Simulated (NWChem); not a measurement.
SiAsH$_{3}$OF$_{2}$; SMILES O[Si](F)(F)[AsH2]

```xyz
8

O      1.5403     1.4477    -0.0118
Si     0.0127     0.8558    -0.0002
F     -0.8011     1.4293    -1.2734
F     -0.7815     1.4303     1.2849
As    -0.0579    -1.4748     0.0006
H      1.6576     2.4041    -0.0094
H      1.0088    -1.5170     1.0883
H      0.9888    -1.5169    -1.1064
```
Atoms are numbered in this order, from 1.

Computed with NWChem. Pople sets run with spherical d functions. Geometry: optimised at PBE0/def2-SVP. Level r2SCAN/6-31G*: energy and gradient on several grids; changes count from the extra-fine grid, which is no exact limit either.

Task: Which is the coarsest grid (coarse; xfine; xcoarse; fine; medium) from which on the energy stays within 100 μHa and each gradient component within 200 μHa/bohr of xfine?

Result: fine.
```json
[
 {"grid": "xcoarse", "size of the energy change (μHa)": "10000", "largest change of a gradient component (μHa/bohr)": "5000"},
 {"grid": "coarse", "size of the energy change (μHa)": "200", "largest change of a gradient component (μHa/bohr)": "1000"},
 {"grid": "medium", "size of the energy change (μHa)": "50", "largest change of a gradient component (μHa/bohr)": "500"},
 {"grid": "fine", "size of the energy change (μHa)": "40", "largest change of a gradient component (μHa/bohr)": "60"},
 {"grid": "xfine", "size of the energy change (μHa)": "< 10", "largest change of a gradient component (μHa/bohr)": "< 30"}
]
```
